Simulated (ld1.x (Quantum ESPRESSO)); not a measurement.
**Te (Z = 52): one change to a TM semilocal potential, before and after**

```
Element                 : tellurium (Te)
Generator               : ld1.x (Quantum ESPRESSO) 7.5
Type                    : norm-conserving Troullier–Martins (semilocal form)
Functional              : PBEsol
Relativity              : scalar-relativistic
Frozen core             : [Kr]
Valence charge          : 16
Reference configuration : 4d10 5s2 5p4
Partial waves           : 5s (bound): rc 1.35 bohr; 4d (bound): rc 1.40 bohr; 5p (bound): rc 1.70 bohr
Local potential         : the p channel
Core correction         : a·sin(br)/r model core inside 0.90 bohr
```

Change: form changed from semilocal to separable (Kleinman–Bylander), still TM; local potential the d channel.

Cutoffs: the cutoffs (Ry, on a coarse ladder) from which the occupation-weighted sum of valence levels, in a spherical-Bessel basis at the reference potential, stays within 10 and 1 mRy of its value at 400 Ry; they do not see the model core or the augmentation charge, which bear on the density cutoff. Errors are all-electron minus pseudo energies relative to the spin-unpolarised reference configuration.

What does the change do?

The potential gets neither clearly harder nor softer (110 Ry and 200 Ry → 110 Ry and 200 Ry); a bound ghost appears in p, s, which as a rule spoils a file; of the 7 tests that both files solve, the error grows in 4 and shrinks in 2 by more than 15 % and 0.3 meV (median size 7.9 → 8.1 meV); the range in which the s phases agree widens (upper end -0.2 → 4.9); the range in which the p phases agree widens (upper end 0.6 → at the end of the scan). In the semilocal form every listed channel keeps its own potential, so the choice of the local channel does not act on these tests. It acts once the file is put into the separable form. A semilocal file is local in each channel, so a ghost entry of none says nothing of the separable form that plane-wave codes build from it.

| quantity | base | changed |
| --- | --- | --- |
| cutoff, loose | 110 Ry | 110 Ry |
| cutoff, tight | 200 Ry | 200 Ry |
| loose cutoff by channel (10 mRy a level) | s 45 Ry, d 90 Ry, p 30 Ry | s 45 Ry, p 35 Ry, d 90 Ry |
| bound ghosts | none | s, p |
| error for 4d10 5s2 5p3, meV [ΔE 9.75 eV] | +1.3 | -2.7 |
| error for 4d10 5s2 5p2, meV [ΔE 27.72 eV] | +11 | -8.1 |
| error for 4d10 5s2 5p1, meV [ΔE 54.68 eV] | +31 | -15 |
| error for 4d10 5s2 5p3.5, meV [ΔE 3.91 eV] | -0.1 | -1.0 |
| error for 4d10 5s2 5p4.3, meV [ΔE -1.47 eV] | +0.5 | +0.3 |
| error for 4d10 5s1 5p4, meV [ΔE 19.63 eV] | +7.9 | -11 |
| error for 4d10 5s0 5p6, meV [ΔE 18.77 eV] | -20 | -36 |
| s: phases at 1.85 bohr within 0.05 rad from the reference energy up to (Ry; the scan ends near 5) | -0.2 | 4.9 |
| p: phases at 1.85 bohr within 0.05 rad from the reference energy up to (Ry; the scan ends near 5) | 0.6 | to the end of the scan |
| d: phases at 1.85 bohr within 0.05 rad from the reference energy up to (Ry; the scan ends near 5) | 2.8 | 2.8 |

 A true bound ghost makes a file unfit for plane-wave use even where its test errors are small: the radial tests pick states by their node count and pass the ghost by.
